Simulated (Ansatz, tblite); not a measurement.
Cost and result up the ladder for Na₃S⁺ (the lowest singlet isomer of a short search) (4 atoms). The state is a singlet with charge 1. Geometry: PBE0-D4/def2-TZVP.

Cartesian coordinates in Å:
```
Na 0.206 1.734 1.767
Na -0.012 -2.408 0.618
Na -0.197 0.675 -2.384
S 0.003 -0.001 -0.001
```

Ansatz on 4 threads of AMD EPYC 9R45 on a shared host; xTB runs through tblite on one thread. Times are rough, summed over both states, and most runs start from the orbitals of an earlier one. CCSD(T)/def2-TZVPP serves as the yardstick here, not as an exact answer. Differences are given only for rows in sets of like size (and for xTB, whose basis is part of the method), since another set adds its own error. The other state is a triplet at its own geometry, which has other bonds, so the gap mixes isomer and spin.

The xTB rows come from tblite. B3LYP takes the VWN-RPA correlation. Correlated methods freeze 8 core orbitals; core or outer-core shells of Na are correlated, in sets that lack core-valence functions. The structure comes from a short search, and lower isomers may exist.

Correlated methods converge slowly with the basis.

xTB has no spin-polarisation term.

```tsv
level	functions	wall time
GFN2-xTB	21	0.007 s
GFN1-xTB	21	0.029 s
HF/6-31G	52	0.3 s
B3LYP-D4/6-31G	52	0.9 s
MP2/def2-TZVP	133	1 s
PBE-D4/def2-TZVP	133	1.4 s
RPA@PBE/def2-TZVP	133	2 s
B3LYP-D4/def2-TZVP	133	2.2 s
PBE0-D4/def2-TZVP	133	2.2 s
B2PLYP/def2-TZVP (with forces)	133	3.3 s
r2SCAN-D4/def2-TZVP	133	3.5 s
B97M-V/def2-TZVP	133	5 s
ωB97X-V/def2-TZVP	133	8 s
CCSD(T)/def2-TZVPP	138	24 s
```

Problem. Estimate what each level gives for the triplet − singlet (eV).

Solution. 
| level | triplet − singlet (eV) | difference from CCSD(T)/def2-TZVPP (eV) |
| --- | --- | --- |
| GFN2-xTB | 1.09 | -1.46 |
| GFN1-xTB | 2.88 | 0.32 |
| HF/6-31G | 1.65 | – |
| B3LYP-D4/6-31G | 2.39 | – |
| MP2/def2-TZVP | 2.72 | 0.16 |
| PBE-D4/def2-TZVP | 2.48 | -0.08 |
| RPA@PBE/def2-TZVP | 2.32 | -0.23 |
| B3LYP-D4/def2-TZVP | 2.48 | -0.07 |
| PBE0-D4/def2-TZVP | 2.49 | -0.06 |
| B2PLYP/def2-TZVP (with forces) | 2.57 | 0.02 |
| r2SCAN-D4/def2-TZVP | 2.61 | 0.06 |
| B97M-V/def2-TZVP | 2.55 | 0.00 |
| ωB97X-V/def2-TZVP | 2.70 | 0.15 |
| CCSD(T)/def2-TZVPP | 2.55 | 0.00 |
